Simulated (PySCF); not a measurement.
Vertical excitations of a molecule CH₈O₂Si₃ from TDA-PBE0/def2-SVPD (PySCF), as energy in eV (oscillator strength): 5.74 (0.002), 6.11 (0.002), 6.36 (0.019), 6.78 (0.037), 6.89 (0.125), 7.00 (0.016). Lowest triplet (TDA): 5.17 eV. Geometry optimised at TPSSh-D3(BJ)/def2-SVP. The values are those of a single conformer.

### Question
Which structure fits?
A. C1O[SiH2]O[SiH2][SiH2]1
B. O=CO[SiH2][SiH2][SiH3]
C. O=C(O[SiH3])[SiH2][SiH3]
D. O=C([SiH2]O)[SiH2][SiH3]

### Answer
B, O=CO[SiH2][SiH2][SiH3]
